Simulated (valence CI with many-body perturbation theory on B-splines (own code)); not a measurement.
The numbers below are computed, except where a source is named.
## Ca XV: what each term of the Hamiltonian does

Method: relativistic CI+MBPT: four valence electrons over a frozen Dirac-Fock core [He], radial functions for each j: 11 s, 11 p, 9 d, 7 f, 5 g, 2 h, 1 i, with the one-electron correlation potential Σ1, the two-electron term Σ2, the three-electron term Σ3, Breit, model QED; selected CI, second order for the rest (own B-spline code, finite nucleus).

No measured spectrum was set against this ion. As an estimate, levels of excited configurations hold to 0.05 to 0.15 % of their energy, terms of the ground configuration to about 0.5 %.

Each rung adds one term. CI alone is the Dirac-Coulomb CI over the frozen core; QED comes last and gives the full result, which names the levels. Energies are above 2s2.2p2 3P_0 on the same rung, in Ry.

Names give the largest LS component (configuration and term), which can be under half, so a name can repeat, a term be missing and a line seem to break the LS rules; names also repeat where a configuration has a term twice. Letters in brackets count levels of one name in rising energy.

| Level | CI alone | + Σ1 | + Σ2 | + Σ3 | + Breit | Full |
| --- | --- | --- | --- | --- | --- | --- |
| 2s2.2p2 3P_1 | 0.167 | 0.167 | 0.167 | 0.167 | 0.159 | 0.160 |
| 2s2.2p2 3P_2 | 0.347 | 0.348 | 0.348 | 0.348 | 0.326 | 0.327 |
| 2s2.2p2 1D_2 | 1.009 | 1.010 | 1.012 | 1.010 | 0.990 | 0.991 |
| 2s2.2p2 1S_0 | 1.809 | 1.810 | 1.819 | 1.815 | 1.803 | 1.803 |
| 2s.2p3 5S°_2 | 2.548 | 2.538 | 2.534 | 2.536 | 2.524 | 2.514 |
| 2s.2p3 3D°_2 | 4.563 | 4.553 | 4.548 | 4.546 | 4.538 | 4.527 |
| 2s.2p3 3D°_1 | 4.569 | 4.559 | 4.554 | 4.552 | 4.546 | 4.535 |
| 2s.2p3 3D°_3 | 4.609 | 4.599 | 4.594 | 4.592 | 4.570 | 4.559 |
| 2s.2p3 3P°_0 | 5.333 | 5.324 | 5.321 | 5.317 | 5.314 | 5.303 |
| 2s.2p3 3P°_1 | 5.349 | 5.339 | 5.336 | 5.332 | 5.323 | 5.313 |
| 2s.2p3 3P°_2 | 5.379 | 5.369 | 5.366 | 5.362 | 5.349 | 5.339 |
| 2s.2p3 3S°_1 | 6.712 | 6.702 | 6.673 | 6.665 | 6.657 | 6.646 |
| 2s.2p3 1D°_2 | 6.715 | 6.705 | 6.687 | 6.680 | 6.664 | 6.653 |
| 2s.2p3 1P°_1 | 7.483 | 7.473 | 7.456 | 7.448 | 7.437 | 7.426 |
| 2p4 3P_2 | 10.175 | 10.154 | 10.128 | 10.121 | 10.118 | 10.095 |
| 2p4 3P_1 | 10.417 | 10.397 | 10.371 | 10.365 | 10.358 | 10.335 |
| 2p4 3P_0 | 10.474 | 10.454 | 10.428 | 10.421 | 10.414 | 10.392 |
| 2p4 1D_2 | 10.978 | 10.958 | 10.935 | 10.928 | 10.917 | 10.894 |
| 2p4 1S_0 | 12.387 | 12.369 | 12.347 | 12.339 | 12.337 | 12.316 |
| 2s2.2p.3s 3P°_0 | 37.184 | 37.202 | 37.202 | 37.198 | 37.175 | 37.179 |
| 2s2.2p.3s 3P°_1 | 37.232 | 37.250 | 37.250 | 37.246 | 37.221 | 37.225 |
| 2s2.2p.3s 3P°_2 | 37.527 | 37.546 | 37.546 | 37.542 | 37.504 | 37.508 |
| 2s2.2p.3s 1P°_1 | 37.693 | 37.711 | 37.710 | 37.705 | 37.668 | 37.673 |
| 2s2.2p.3p 3D_1 [a] | 38.335 | 38.351 | 38.350 | 38.346 | 38.325 | 38.326 |
| 2s2.2p.3p 3D_1 [b] | 38.544 | 38.560 | 38.560 | 38.555 | 38.529 | 38.530 |
| 2s2.2p.3p 3D_2 | 38.557 | 38.573 | 38.572 | 38.567 | 38.541 | 38.542 |
| 2s2.2p.3p 3P_0 | 38.743 | 38.758 | 38.756 | 38.752 | 38.730 | 38.731 |
| 2s2.2p.3p 3D_3 | 38.803 | 38.820 | 38.819 | 38.815 | 38.776 | 38.778 |
| 2s2.2p.3p 3S_1 | 38.818 | 38.834 | 38.833 | 38.829 | 38.796 | 38.797 |
| 2s2.2p.3p 3P_1 | 38.941 | 38.957 | 38.955 | 38.951 | 38.918 | 38.919 |
| 2s2.2p.3p 3P_2 | 38.992 | 39.008 | 39.006 | 39.002 | 38.966 | 38.967 |

**Question.** How does the ionisation energy move along the ladder, and which term matters most?

**Answer.** CI alone 894.85, + Σ1 895.12, + Σ2 895.10, + Σ3 895.04, + Breit 894.67, + QED 894.68 eV. The largest step is Breit, -0.37 eV. NIST lists 894 ± 0.4 eV (semi-empirical).
